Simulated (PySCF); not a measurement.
Isomers of C7H10S2. Level of theory: PySCF, PBE0-D3(BJ)/def2-SVP geometry optimisation, gas phase. Energies are electronic, without zero-point or thermal terms, for one conformer each. No frequencies were run at this level. Point groups hold within 0.08 Å.

Question: Order them by energy at this level, lowest first, and give relative energies in kcal/mol.
A. `[CH3:1][C:2]#[C:3]/[C:4](=[CH:5]\[S:6][CH3:7])[S:8][CH3:9]` with C4–C5–S6–C7 -174°, C3–C4–S8–C9 54°
B. `[CH:1]#[C:2][C@H:3]([S:4][S:5][CH3:6])[CH:7]1[CH2:8][CH2:9]1` with C2–C3–S4–S5 60°, C3–S4–S5–C6 -94°, C2–C3–C7–C8 -90°

Answer: A (0.0), B (9.8).

As drawn, the lower has a C=C bond outside aromatic rings, which the higher lacks; the higher has a three-membered ring, which the lower lacks.

| SMILES | E (Eh) | E rel (kcal/mol) | dipole (D) | point group | A, B, C (MHz) |
| --- | --- | --- | --- | --- | --- |
| CC#C/C(=C\SC)SC | -1068.02638 | 0.0 | 1.58 | C1 | 1197, 751.0, 483.2 |
| C#C[C@H](SSC)C1CC1 | -1068.01074 | 9.8 | 1.62 | C1 | 2032, 738.3, 585.2 |
